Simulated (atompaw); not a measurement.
samarium: one change to a PAW (atompaw) potential, before and after

```
Element                 : Sm (Z = 62)
Generator               : atompaw 4.2.0.5
Type                    : PAW
Functional              : PBE
Relativity              : scalar-relativistic
Frozen core             : [Kr] 4d10
Valence charge          : 16
Reference configuration : 4f5 5s2 5p6 5d0 6s0 6p0 (charge +3)
Partial waves           : 5s (bound): rc 1.95 bohr; 6s (bound, empty): rc 2.30 bohr; 5p (bound): rc 2.05 bohr; 6p (bound, empty): rc 3.00 bohr; 5d (bound, empty): rc 3.00 bohr; 5d channel at 1.95 Ry: rc 3.00 bohr; 4f (bound): rc 1.60 bohr; 4f channel at -1.1 Ry: rc 1.60 bohr
Local potential         : bessel scheme, radius 2.35 bohr
Core correction         : smooth core density matched at 2.75 bohr
Augmentation charge     : sinc compensation charge, radius 2.20 bohr; PAW radius 3.00 bohr; waves and projectors: custom polynom gramschmidtortho
```

Change: all radii scaled by about 0.93 (s 1.80, p 1.90, d 2.78, f 1.48 bohr); local potential bessel scheme, radius 2.18 bohr; augmentation sinc compensation charge, radius 2.04 bohr; PAW radius 2.78 bohr; waves and projectors: custom polynom gramschmidtortho; core correction smooth core density matched at 2.54 bohr.

Cutoffs: the cutoffs (Ry, on a coarse ladder) from which the occupation-weighted sum of valence levels, in a spherical-Bessel basis at the reference potential, stays within 10 and 1 mRy of its value at 400 Ry; they do not see the model core or the augmentation charge, which bear on the density cutoff.

**Question.** What does the change do?

**Answer.** The potential gets harder (70 Ry and 110 Ry → 80 Ry and 140 Ry); neither file shows a bound ghost. A smaller radius makes the pseudo-wave follow the all-electron one further in, where it bends more sharply, so more plane waves are needed.

| quantity | base | changed |
| --- | --- | --- |
| cutoff, loose | 70 Ry | 80 Ry |
| cutoff, tight | 110 Ry | 140 Ry |
| loose cutoff by channel (10 mRy a level) | s 8 Ry, p 15 Ry, f 45 Ry | s 8 Ry, p 15 Ry, f 50 Ry |
| bound ghosts | none | none |
| lowest overlap eigenvalue by channel | s 0.10, p 0.57, d 0.85, f 1.00 | s 0.15, p 0.62, d 0.89, f 1.00 |

 The cutoffs see the waves, projectors and local potential, not the compensation charge or the core.
